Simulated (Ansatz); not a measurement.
Geometry optimisation, Ansatz 0.2.0, UKS PBE0/def2-SVP.

The input (input.yaml):

```yaml
crystal:
  periodic: [false, false, false]
  atoms:
    - { symbol: Ge, position_ang: [0.0, 0.0, 0.0] }
    - { symbol: F, position_ang: [0.0, 0.0, 1.93] }
    - { symbol: H, position_ang: [1.4616, 0.0, -0.5162] }
    - { symbol: H, position_ang: [-0.73, 1.2648, -0.5162] }
    - { symbol: H, position_ang: [-0.73, -1.2648, -0.5162] }
    - { symbol: C, position_ang: [0.0, 0.0, 3.56] }
    - { symbol: H, position_ang: [-0.5653, -0.8805, 3.9305] }
    - { symbol: H, position_ang: [1.0452, -0.0494, 3.9305] }
    - { symbol: H, position_ang: [-0.4798, 0.9298, 3.9305] }
magnetization:
  spin_polarized: true
  initial_magnetization: 1
basis:
  gaussian: { orbitals: def2-SVP }
hamiltonian:
  xc: pbe0
relax:
  f_tol: 0.15
  max_steps: 25
  restrain:
    - { distance: [1, 5], at: 1.33, k: 30.0 }
    - { distance: [0, 1], at: 2.88, k: 30.0 }
```

Command:

```bash
$ ansatz run input.yaml --threads 4 --pin off --max-ram 5120MiB --backend cpu --events-out ev --progress --plain --runs-dir out
```

Problem. Where does it end, and by what steps?

Solution. The run converged. The restraints hold the end off the free minimum; the threshold counts their pulls, which the force column leaves out. Restrained pairs: F2–C6 (1.63 → 1.35 Å), Ge1–F2 (1.93 → 2.89 Å). After 5 steps the energy has fallen by 1.256 eV (the restraints' own energy left out); F2 moved furthest, 0.54 Å.

| step | energy less start (eV) | largest force component (eV/Å) | accepted |
| --- | --- | --- | --- |
| 0 | 0.0000 | 2.942 | yes |
| 1 | -0.6624 | 2.835 | yes |
| 2 | -0.6698 | 5.223 | yes |
| 3 | -1.1092 | 0.644 | yes |
| 4 | -1.2593 | 0.527 | yes |
| 5 | -1.2562 | 0.724 | yes |

```xyz
9
Properties=species:S:1:pos:R:3
Ge 0.001 0.000 -0.419
F -0.001 0.000 2.471
H 1.469 0.000 -0.916
H -0.733 1.272 -0.916
H -0.734 -1.271 -0.916
C 0.000 0.000 3.823
H -0.559 -0.872 4.202
H 1.035 -0.049 4.201
H -0.475 0.920 4.202
```

The run took 11 s on 4 threads of Arm Neoverse V1, on a shared host, peak memory 0.25 GiB.
